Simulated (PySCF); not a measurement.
## Optical rotation: `O[SiH2][Si@@H]1C[C@@H]1Cl`, C$_{2}$H$_{7}$ClOSi$_{2}$

Cartesian coordinates in Å; atom numbers follow the order of the lines, from 1:
```xyz
13

O     2.3695   -0.3521   -0.1018
Si    1.2369   -1.3792   -0.6268
Si   -0.8569   -0.5602   -0.1390
C    -1.1417    1.3153   -0.0277
C    -0.9516    0.6608    1.3307
Cl    0.5268    1.1183    2.2019
H     2.2748    0.1341    0.7180
H     1.4090   -2.6947    0.0012
H     1.5070   -1.4476   -2.0590
H    -2.1292   -1.2740   -0.2329
H    -2.1142    1.7624   -0.1843
H    -0.3514    1.9845   -0.3398
H    -1.7832    0.7328    2.0201
```

The calculation used PySCF 2.14.0, TDDFT BHandHLYP/def2-SVPD circular dichroism and optical rotation, one conformer, gas phase. Geometry: GFN2-xTB.

The molecule is flexible and this is one conformer; a measurement averages over conformers.

Stereocentres: Si3 R, C5 S.

Problem. Give the optical rotatory dispersion at 633, 589.3, 546, 436, 405, 365, 355 nm.

Solution. [α] in deg dm⁻¹ (g/mL)⁻¹:
| λ (nm) | origin-invariant length gauge | modified velocity gauge | length gauge (centre of mass) | isotropic polarisability (au) |
| --- | --- | --- | --- | --- |
| 633 | +4.8 | +6.5 | +3.5 | 96.2 |
| 589.3 | +6.5 | +8.3 | +4.9 | 96.6 |
| 546 | +9.0 | +11.1 | +7.0 | 97.2 |
| 436 | +24.4 | +26.8 | +20.6 | 99.8 |
| 405 | +34.5 | +36.6 | +29.6 | 101.0 |
| 365 | +56.7 | +57.6 | +49.6 | 103.2 |
| 355 | +65.0 | +65.2 | +57.1 | 103.8 |

Problem. And for the mirror image at 589.3 nm?

Solution. -6.5 deg dm⁻¹ (g/mL)⁻¹ (origin-invariant length gauge): the same size and the opposite sign.

Problem. What is the molar rotation [Φ] = [α]·M/100 of the geometry above at 589.3 nm?

Solution. With M = 138.70 g/mol, +9.0 deg cm² dmol⁻¹ (origin-invariant length gauge).

The first excitation lies at 5.61 eV (221 nm) with R = -33.4 × 10⁻⁴⁰ esu² cm² (velocity form).
